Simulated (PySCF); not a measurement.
Isomers of C8H7FO2, one GFN2-xTB conformer each. Single-point energies are computed at PBE0/pcSseg-1 (PySCF, gas phase, no added dispersion term), electronic only.

Question: Rank them by PBE0/pcSseg-1 energy, lowest first (kJ/mol).
A. `[CH3:1][CH2:2][C:3]1=[C:4]([F:5])[C:6](=[O:7])[CH:8]=[CH:9][C:10]1=[O:11]` with C1–C2–C3–C4 -100°
B. `[O:1]=[C:2]([OH:3])[c:4]1[cH:5][cH:6][cH:7][c:8]([CH2:9][F:10])[cH:11]1` with O1–C2–O3–H 0°, O1–C2–C4–C5 180°, C7–C8–C9–F10 -3°
C. `[CH3:1][O:2][C:3](=[O:4])[c:5]1[cH:6][cH:7][c:8]([F:9])[cH:10][cH:11]1` with C1–O2–C3–O4 0°, O2–C3–C5–C6 180°

Answer: B (0.0), C (25.1), A (151.2).

As drawn, the lowest has an aromatic ring, an O–H bond and a C(=O)–O unit, which the highest lacks; the highest has a C=C bond outside aromatic rings, which the lowest lacks. GFN2-xTB itself gives, in the same order: 0.0, 4.3, 167.7. Both levels put the same isomer lowest; measured from each level's own lowest isomer, the values differ by up to 20.8 kJ/mol (COC(=O)c1ccc(F)cc1: 4.3 against 25.1).

Which frontier levels, dipoles and rotational constants go with these structures?

```tsv
SMILES	HOMO (eV, PBE0/pcSseg-1)	LUMO (eV)	dipole (D)	A, B, C (MHz)
O=C(O)c1cccc(CF)c1	-7.60	-1.55	1.29	2549, 620.9, 500.9
COC(=O)c1ccc(F)cc1	-7.57	-1.39	1.92	3489, 570.5, 491.9
CCC1=C(F)C(=O)C=CC1=O	-8.20	-3.81	1.38	1594, 1044, 669.5
```
